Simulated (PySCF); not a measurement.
GeO2. Atoms are numbered in the order given.

```xyz
3

Ge     0.0000     0.0000     0.0000
O      0.0000     0.0000    -1.6229
O      0.0000     0.0000     1.6229
```

Geometry optimised at TPSSh-D3(BJ)/def2-TZVP.

These are TPSSh-D3(BJ)/def2-TZVP in PySCF values and carry that method's errors.

Frequencies are harmonic and unscaled.

Modes within 1.5 cm⁻¹ of each other (mostly degenerate sets) share a row, with their intensities summed.

```json
[
 {"mode": "1–2", "ν (cm⁻¹)": "206", "IR (km/mol)": "71.5", "moving atoms (share of kinetic energy)": "O 69 %, Ge 31 %"},
 {"mode": "3", "ν (cm⁻¹)": "895", "IR (km/mol)": "0.0", "moving atoms (share of kinetic energy)": "O 100 %"},
 {"mode": "4", "ν (cm⁻¹)": "1077", "IR (km/mol)": "84.1", "moving atoms (share of kinetic energy)": "O 69 %, Ge 31 %"}
]
```
